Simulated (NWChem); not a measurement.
System: C2H6BFS; SMILES CSB(F)C

NWChem input:

```
start job
memory heap 200 mb stack 900 mb global 1100 mb
geometry units angstroms noautosym nocenter noautoz
  B     -0.002238     0.843982    -0.000164
  F      0.822616     1.897762     0.000146
  C     -1.560230     1.059477    -0.000587
  H     -2.031929     0.597523    -0.877872
  H     -1.811780     2.125275    -0.002203
  H     -2.031761     0.600316     0.878276
  S      0.847953    -0.763110     0.000008
  C     -0.533529    -1.974872    -0.000133
  H     -1.152913    -1.868528     0.893218
  H     -0.080262    -2.968265    -0.000148
  H     -1.152796    -1.868472    -0.893560
end
basis spherical
  * library pcsseg-1
end
dft
  xc pbe0
  iterations 150
end
property
  shielding 9 1 2 3 4 5 7 8 9 10
end
task dft property
```

NWChem printed, in part:

```
             Northwest Computational Chemistry Package (NWChem) 7.3.0
             --------------------------------------------------------

                             Geometry "geometry" -> ""
                             -------------------------

 Output coordinates in angstroms (scale by  1.889725989 to convert to a.u.)

  No.       Tag          Charge          X              Y              Z
 ---- ---------------- ---------- -------------- -------------- --------------
    1 B                    5.0000    -0.00223800     0.84398200    -0.00016400
    2 F                    9.0000     0.82261600     1.89776200     0.00014600
    3 C                    6.0000    -1.56023000     1.05947700    -0.00058700
    4 H                    1.0000    -2.03192900     0.59752300    -0.87787200
    5 H                    1.0000    -1.81178000     2.12527500    -0.00220300
    6 H                    1.0000    -2.03176100     0.60031600     0.87827600
    7 S                   16.0000     0.84795300    -0.76311000     0.00000800
    8 C                    6.0000    -0.53352900    -1.97487200    -0.00013300
    9 H                    1.0000    -1.15291300    -1.86852800     0.89321800
   10 H                    1.0000    -0.08026200    -2.96826500    -0.00014800
   11 H                    1.0000    -1.15279600    -1.86847200    -0.89356000

 Effective nuclear repulsion energy (a.u.)     211.7383501707

                              NWChem Property Module
                              ----------------------

  itol2e modified to match energy
  convergence criterion.

                                 NWChem DFT Module
                                 -----------------

 Summary of "ao basis" -> "ao basis" (spherical)
 ------------------------------------------------------------------------------
       Tag                 Description            Shells   Functions and Types
 ---------------- ------------------------------  ------  ---------------------
 B                          pcsseg-1                 7       17   3s3p1d
 F                          pcsseg-1                 7       17   3s3p1d
 C                          pcsseg-1                 7       17   3s3p1d
 H                          pcsseg-1                 3        5   2s1p
 S                          pcsseg-1                10       24   4s5p1d

  itol2e modified to match energy
  convergence criterion.

            General Information
            -------------------
          SCF calculation type: DFT
          Wavefunction type:  closed shell.
          No. of atoms     :    11
          No. of electrons :    48
           Alpha electrons :    24
            Beta electrons :    24
          Charge           :     0
          Spin multiplicity:     1
          Use of symmetry is: off; symmetry adaption is: off
          Maximum number of iterations: 150
          AO basis - number of functions:   122
                     number of shells:    56
          Convergence on energy requested:  1.00D-07
          Convergence on density requested:  1.00D-05
          Convergence on gradient requested:  5.00D-04

              XC Information
              --------------
                         PBE0 Method XC Functional
                     Hartree-Fock (Exact) Exchange  0.250
          PerdewBurkeErnzerhof Exchange Functional  0.750
            Perdew 1991 LDA Correlation Functional  1.000 local
           PerdewBurkeErnz. Correlation Functional  1.000 non-local

             Grid Information
             ----------------
          Grid used for XC integration:  fine
          Radial quadrature: Mura-Knowles
          Angular quadrature: Lebedev.
          Tag              B.-S. Rad. Rad. Pts. Rad. Cut. Ang. Pts.
          ---              ---------- --------- --------- ---------
          B                   0.85       70          11.0       590
          F                   0.50       70          13.0       590
          C                   0.70       70          12.0       590
          H                   0.35       60          13.0       590
          S                   1.00      123          11.0       770
          Grid pruning is: on
          Number of quadrature shells:   763
          Spatial weights used:  Erf1

      Superposition of Atomic Density Guess
      -------------------------------------

 Sum of atomic energies:        -599.63533483

      Non-variational initial energy
      ------------------------------

 Total energy =    -601.936845
 1-e energy   =   -1244.998047
 2-e energy   =     431.322851
 HOMO         =      -0.312495
 LUMO         =       0.043437

   convergence    iter        energy       DeltaE   RMS-Dens  Diis-err
 ---------------- ----- ----------------- --------- --------- ---------
 d= 0,ls=0.0,diis     1   -602.3229163062 -8.14D+02  7.24D-03  7.55D-01
 d= 0,ls=0.0,diis     2   -602.3266245292 -3.71D-03  4.00D-03  8.31D-01
 d= 0,ls=0.0,diis     3   -602.3939136901 -6.73D-02  9.25D-04  6.40D-02
 d= 0,ls=0.0,diis     4   -602.3979788577 -4.07D-03  3.49D-04  3.71D-03
 d= 0,ls=0.0,diis     5   -602.3984092107 -4.30D-04  8.39D-05  1.94D-04
  Resetting Diis
 d= 0,ls=0.0,diis     6   -602.3984307327 -2.15D-05  2.08D-05  7.63D-06
 d= 0,ls=0.0,diis     7   -602.3984315836 -8.51D-07  1.11D-05  8.23D-07
 d= 0,ls=0.0,diis     8   -602.3984315360  4.76D-08  6.06D-06  1.19D-06

         Total DFT energy =     -602.398431535997
      One electron energy =    -1249.656539479348
           Coulomb energy =      488.477717370515
    Exchange-Corr. energy =      -52.957959597907
 Nuclear repulsion energy =      211.738350170743

 Numeric. integr. density =       48.000001797638

                       DFT Final Molecular Orbital Analysis
                       ------------------------------------

 Vector   22  Occ=2.000000D+00  E=-3.784282D-01
              MO Center=  1.1D-01, -2.8D-02, -1.3D-04, r^2= 4.0D+00
   Bfn.  Coefficient  Atom+Function         Bfn.  Coefficient  Atom+Function
  ----- ------------  ---------------      ----- ------------  ---------------
    80      0.258322   7 S  px               70      0.242084   7 S  s
    24     -0.202827   2 F  px               81      0.200116   7 S  py
    27     -0.184766   2 F  px               69      0.169057   7 S  s
    97     -0.165215   8 C  px               41     -0.156979   3 C  px
    25      0.152539   2 F  py               83      0.152682   7 S  px

 Vector   23  Occ=2.000000D+00  E=-3.139291D-01
              MO Center=  3.5D-01, -2.3D-01, -1.3D-04, r^2= 3.5D+00
   Bfn.  Coefficient  Atom+Function         Bfn.  Coefficient  Atom+Function
  ----- ------------  ---------------      ----- ------------  ---------------
    80      0.368484   7 S  px               83      0.306072   7 S  px
    81     -0.207759   7 S  py               84     -0.191691   7 S  py
    41      0.181831   3 C  px               44      0.182168   3 C  px
     7     -0.153917   1 B  px                8      0.153233   1 B  py
    69      0.144131   7 S  s                37      0.132558   3 C  s

 Vector   24  Occ=2.000000D+00  E=-2.740113D-01
              MO Center=  6.3D-01, -6.3D-01,  1.8D-05, r^2= 2.2D+00
   Bfn.  Coefficient  Atom+Function         Bfn.  Coefficient  Atom+Function
  ----- ------------  ---------------      ----- ------------  ---------------
    82      0.509650   7 S  pz               85      0.495256   7 S  pz
    76     -0.131182   7 S  pz              108     -0.128602   9 H  s
   118      0.128585  11 H  s                 9      0.125431   1 B  pz
    73     -0.120532   7 S  pz               29     -0.105945   2 F  pz
    26     -0.094202   2 F  pz               99     -0.083656   8 C  pz

[...]

          -----------------------------------------
          Chemical Shielding Tensors (GIAO, in ppm)
          -----------------------------------------

                                NWChem CPHF Module
                                ------------------

  scftype          =     RHF
  nclosed          =       24
  nopen            =        0
  variables        =     2352
  # of vectors     =        3
  tolerance        = 0.10D-03
  level shift      = 0.00D+00
  max iterations   =       50
  max subspace     =       30

 SCF residual:    9.0749928772553394E-005

Iterative solution of linear equations
  No. of variables     2352
  No. of equations        3
  Maximum subspace       30
        Iterations       50
       Convergence  1.0D-04

   iter   nsub   residual    time
   ----  ------  --------  ---------
     1      3    5.22D-01     119.9
     2      6    3.11D-02     133.5
     3      9    1.99D-03     147.0
     4     12    7.60D-05     160.3

      Atom:    1  B
        Diamagnetic
    199.8998     -3.1821      0.0080
     -3.1821    198.9631      0.0002
      0.0080      0.0002    173.2735

        Paramagnetic
   -166.4204    -35.9045     -0.0228
    -35.9045   -179.7702     -0.0142
     -0.0228     -0.0142    -93.6396

        Total Shielding Tensor
     33.4794    -39.0866     -0.0148
    -39.0866     19.1929     -0.0140
     -0.0148     -0.0140     79.6339

           isotropic =      44.1020
          anisotropy =      53.2977

          Principal Components and Axis System
                 1           2           3
               79.6339     66.0701    -13.3979

      1        -0.0003      0.7680      0.6404
      2        -0.0001     -0.6404      0.7680
      3         1.0000      0.0002      0.0002

      Atom:    2  F
        Diamagnetic
    471.4005     14.8898      0.0036
     14.8898    482.1782      0.0054
      0.0036      0.0054    463.3228

        Paramagnetic
   -389.2056     21.0252     -0.0924
     21.0252   -395.6419     -0.0242
     -0.0924     -0.0242    -34.1523

        Total Shielding Tensor
     82.1949     35.9150     -0.0889
     35.9150     86.5364     -0.0188
     -0.0889     -0.0188    429.1705

           isotropic =     199.3006
          anisotropy =     344.8049

          Principal Components and Axis System
                 1           2           3
              429.1705    120.3462     48.3851

      1        -0.0003      0.6854      0.7281
      2        -0.0001      0.7281     -0.6854
      3         1.0000      0.0002      0.0001

      Atom:    3  C
        Diamagnetic
    259.2611     -2.3716      0.0052
     -2.3716    255.1419      0.0010
      0.0052      0.0010    251.8799

        Paramagnetic
    -72.7742    -10.5052      0.0136
    -10.5052    -82.6428     -0.0090
      0.0136     -0.0090    -68.2239

        Total Shielding Tensor
    186.4868    -12.8768      0.0188
    -12.8768    172.4992     -0.0080
      0.0188     -0.0080    183.6560

           isotropic =     180.8807
          anisotropy =      19.8989

          Principal Components and Axis System
                 1           2           3
              194.1466    183.6559    164.8395

      1         0.8594     -0.0016      0.5112
      2        -0.5112      0.0011      0.8594
      3         0.0019      1.0000     -0.0001

      Atom:    4  H
        Diamagnetic
     30.6919      1.1318      6.8433
      1.1318     27.5027      4.1139
      6.8433      4.1139     32.1600

        Paramagnetic
     -0.5058     -1.3099     -2.7028
     -1.3099      2.2715     -2.1859
     -2.7028     -2.1859      0.1206

        Total Shielding Tensor
     30.1861     -0.1781      4.1405
     -0.1781     29.7742      1.9280
      4.1405      1.9280     32.2806

           isotropic =      30.7470
          anisotropy =       7.6452

          Principal Components and Axis System
                 1           2           3
               35.8438     29.9920     26.4052

      1         0.5694     -0.4482      0.6891
      2         0.2336      0.8920      0.3870
      3         0.7881      0.0594     -0.6126

      Atom:    5  H
        Diamagnetic
     28.5321     -5.4971      0.0095
     -5.4971     39.2445     -0.0225
      0.0095     -0.0225     23.4555

        Paramagnetic
      1.0301      2.2458     -0.0026
      2.2458     -3.0880      0.0084
     -0.0026      0.0084      2.9269

        Total Shielding Tensor
     29.5622     -3.2514      0.0070
     -3.2514     36.1565     -0.0141
      0.0070     -0.0141     26.3823

           isotropic =      30.7003
          anisotropy =      10.1845

          Principal Components and Axis System
                 1           2           3
               37.4900     28.2287     26.3823

      1        -0.3795      0.9252     -0.0011
      2         0.9252      0.3795      0.0011
      3        -0.0014      0.0006      1.0000

      Atom:    6  S
        Diamagnetic
   1058.6822      3.0491      0.0013
      3.0491   1061.4313      0.0003
      0.0013      0.0003   1050.5017

        Paramagnetic
   -664.3002   -114.6993     -0.0277
   -114.6993   -493.0588     -0.0556
     -0.0277     -0.0556   -492.7850

        Total Shielding Tensor
    394.3820   -111.6501     -0.0264
   -111.6501    568.3724     -0.0553
     -0.0264     -0.0553    557.7167

           isotropic =     506.8237
          anisotropy =     174.1421

          Principal Components and Axis System
                 1           2           3
              622.9185    557.7167    339.8360

      1        -0.4390     -0.0005      0.8985
      2         0.8985      0.0004      0.4390
      3        -0.0006      1.0000      0.0002

      Atom:    7  C
        Diamagnetic
    255.2898      7.2233      0.0014
      7.2233    255.2065      0.0004
      0.0014      0.0004    246.3964

        Paramagnetic
    -79.7278      4.2657      0.0063
      4.2657    -80.8629     -0.0051
      0.0063     -0.0051    -88.3795

        Total Shielding Tensor
    175.5620     11.4889      0.0076
     11.4889    174.3436     -0.0047
      0.0076     -0.0047    158.0169

           isotropic =     169.3075
          anisotropy =      25.7256

          Principal Components and Axis System
                 1           2           3
              186.4579    163.4477    158.0169

      1         0.7256     -0.6881     -0.0012
      2         0.6881      0.7256      0.0011
      3         0.0001     -0.0016      1.0000

      Atom:    8  H
        Diamagnetic
     31.0574      2.1604     -8.1131
      2.1604     26.8637     -0.8536
     -8.1131     -0.8536     31.2972

        Paramagnetic
     -0.7226      0.1755      3.0007
      0.1755      1.0945     -0.2382
      3.0007     -0.2382     -1.1720

        Total Shielding Tensor
     30.3348      2.3359     -5.1124
      2.3359     27.9582     -1.0918
     -5.1124     -1.0918     30.1251

           isotropic =      29.4727
          anisotropy =       9.9083

          Principal Components and Axis System
                 1           2           3
               36.0782     27.5084     24.8315

      1         0.6994      0.0256      0.7143
      2         0.2891      0.9038     -0.3155
      3        -0.6537      0.4271      0.6247

      Atom:    9  H
        Diamagnetic
     26.5365     -2.3979      0.0002
     -2.3979     40.7582      0.0005
      0.0002      0.0005     22.7834

        Paramagnetic
      0.3442      1.5347      0.0002
      1.5347     -3.5303     -0.0002
      0.0002     -0.0002      1.5107

        Total Shielding Tensor
     26.8807     -0.8632      0.0004
     -0.8632     37.2279      0.0003
      0.0004      0.0003     24.2941

           isotropic =      29.4676
          anisotropy =      11.7478

          Principal Components and Axis System
                 1           2           3
               37.2994     26.8092     24.2941

      1        -0.0826      0.9966     -0.0002
      2         0.9966      0.0826     -0.0000
      3         0.0000      0.0002      1.0000
```

Level: PBE0/pcSseg-1, GIAO. Geometry: optimised at B3LYP/6-31G* (spherical d). The output numbers the shielded atoms by their place in the input's list. The printed shielding anisotropy is the first printed principal value minus the mean of the other two.
